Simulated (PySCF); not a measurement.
**Bond curve of SmN**

Set-up: Sm x2c-SVPall, N x2c-SVPall; spin-free X2C with a Gaussian nucleus (PySCF 2.14). Energies in eV from Sm (4f6 6s2) + N in their ground configurations at the same level. State: sextet, about 5.6 electrons in the 4f shell (Mulliken), real f orbitals that mix terms.

All columns are PBE0. A positive dipole means Sm(−)N(+).

```tsv
R (Å)	E (eV)	μ (D)	Mulliken charge on Sm (basis-dependent)	HOMO (eV)	LUMO (eV)	Mayer bond order	⟨S²⟩
1.512	-1.209	-5.47	0.15	-4.61	-1.32	3.15	8.85
1.582	-2.072	-6.07	0.18	-4.58	-1.45	3.14	8.87
1.653	-2.536	-6.61	0.22	-4.54	-1.58	3.12	8.92
1.705	-2.693	-6.95	0.25	-4.54	-1.66	3.10	8.97
1.758	-2.730	-7.26	0.27	-4.56	-1.74	3.07	9.04
1.811	-2.681	-7.52	0.30	-4.43	-1.80	3.01	9.13
1.881	-2.527	-7.84	0.33	-4.17	-1.86	2.89	9.29
1.969	-2.269	-8.15	0.37	-3.84	-1.91	2.67	9.50
2.074	-1.920	-8.46	0.40	-3.53	-1.99	2.42	9.70
2.215	-1.392	-8.89	0.44	-3.23	-2.14	2.20	9.86
```

A fit through these points gives, at Re = 1.751 Å, μ = -7.22 D and dμ/dR = -5.46 D/Å; the reduced mass is 12.82 u.

How strong is the fundamental in the double-harmonic approximation, I = 42.26·(dμ/dR)²/μred km/mol?

I = 42.26·(-5.46)²/12.82 = 98.3 km/mol at PBE0.

⟨S²⟩ of the unrestricted solution departs from its pure value on part of the curve, where spin states mix. These are scalar-relativistic numbers at best; spin–orbit coupling would shift them, the dissociation energy most. The state is the lowest single determinant that the PBE0 search found; with open d or f shells the true ground state can be another one.
